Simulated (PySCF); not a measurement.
PySCF input (BP86/6-31G* with LANL2DZ past Ar (5d)):

```python
from pyscf import gto, dft

mol = gto.M(
    atom='''
    Pb    0.13000800    0.11681200    0.36359000
    F     0.92457500    1.43740400   -1.00083100
    Cl   -1.11657700   -1.32442700   -1.22393800
    ''',
    basis={'default': '6-31g*', 'Pb': 'lanl2dz'},
    ecp={'Pb': 'lanl2dz'},
    charge=0,
    spin=0,
    verbose=4,
)

mf = dft.RKS(mol, xc='bp86')
mf.grids.level = 3
mf.conv_tol = 1e-9
mf.max_cycle = 100
mf.max_memory = 1500
mf.kernel()
if not mf.converged:
    mf = mf.newton()
    mf.kernel(mf.make_rdm1())
mf.dip_moment()
```

From the output:

```
SCF max_cycles = 100
direct_scf = True
direct_scf_tol = 1e-13
XC library pyscf.dft.libxc version 7.1.2
    S. Lehtola, C. Steigemann, M. J. T. Oliveira, and M. A. L. Marques,  SoftwareX 7, 1–5 (2018)
XC functionals = bp86
    A. D. Becke,  Phys. Rev. A 38, 3098 (1988)
    J. P. Perdew,  Phys. Rev. B 33, 8822 (1986)
    J. P. Perdew,  Phys. Rev. B 34, 7406–7406 (1986)
radial grids:
    Treutler-Ahlrichs [JCP 102, 346 (1995); DOI:10.1063/1.469408] (M4) radial grids

becke partition: Becke, JCP 88, 2547 (1988); DOI:10.1063/1.454033
pruning grids: <function nwchem_prune>
grids dens level: 3
symmetrized grids: False
atomic radii adjust function: <function treutler_atomic_radii_adjust>
small_rho_cutoff = 0
Set gradient conv threshold to 3.16228e-05
Initial guess from minao.
tot grids = 56376
init E= -560.904869529526
  HOMO = -0.229345290203902  LUMO = -0.0310834850714246  gap/eV = 5.39498
cycle= 1 E= -563.37200308719  delta_E= -2.47  |g|= 0.986  |ddm|=  2.6
  HOMO = -0.0700303748975042  LUMO = 0.0162311011412362  gap/eV = 2.34729
cycle= 2 E= -556.162536755905  delta_E= 7.21  |g|= 4.32  |ddm|= 4.47
  HOMO = -0.156004792925065  LUMO = -0.112734234621768  gap/eV = 1.17745
cycle= 3 E= -562.280287485396  delta_E= -6.12  |g|= 1.85  |ddm|= 4.37
  HOMO = -0.273644360836532  LUMO = -0.118246382811559  gap/eV = 4.22859
cycle= 4 E= -563.624533027756  delta_E= -1.34  |g|= 0.164  |ddm|= 2.15
  HOMO = -0.25465494035995  LUMO = -0.134226466515016  gap/eV = 3.27703
cycle= 5 E= -563.6366522073  delta_E= -0.0121  |g|= 0.0754  |ddm|= 0.378
  HOMO = -0.259918040316748  LUMO = -0.136157512089158  gap/eV = 3.36770
cycle= 6 E= -563.638712387576  delta_E= -0.00206  |g|= 0.0211  |ddm|= 0.0892
  HOMO = -0.260186388550757  LUMO = -0.135121775762737  gap/eV = 3.40318
cycle= 7 E= -563.638827712574  delta_E= -0.000115  |g|= 0.00985  |ddm|= 0.0174
  HOMO = -0.260748418006141  LUMO = -0.13502022078395  gap/eV = 3.42124
cycle= 8 E= -563.638846592256  delta_E= -1.89e-05  |g|= 0.00332  |ddm|= 0.00635
  HOMO = -0.260793396388844  LUMO = -0.135015647935698  gap/eV = 3.42259
cycle= 9 E= -563.638849190554  delta_E= -2.6e-06  |g|= 0.000357  |ddm|= 0.0029
  HOMO = -0.260768442753955  LUMO = -0.135056092870943  gap/eV = 3.42081
cycle= 10 E= -563.638849256624  delta_E= -6.61e-08  |g|= 9.9e-05  |ddm|= 0.000643
  HOMO = -0.260765887627445  LUMO = -0.135054364078918  gap/eV = 3.42078
cycle= 11 E= -563.638849259222  delta_E= -2.6e-09  |g|= 1.19e-05  |ddm|= 9.21e-05
  HOMO = -0.260765189477322  LUMO = -0.135053328672491  gap/eV = 3.42079
cycle= 12 E= -563.638849259255  delta_E= -3.24e-11  |g|= 3.08e-06  |ddm|= 1.38e-05
  HOMO = -0.260764372091307  LUMO = -0.135053293127919  gap/eV = 3.42077
Extra cycle  E= -563.638849259235  delta_E= 1.94e-11  |g|= 9.16e-06  |ddm|= 1.27e-05
converged SCF energy = -563.638849259235
Dipole moment(X, Y, Z, Debye):  0.83959,  0.39393,  4.47882
```

The geometry given is a B3LYP-D3(BJ)/def2-TZVP minimum.
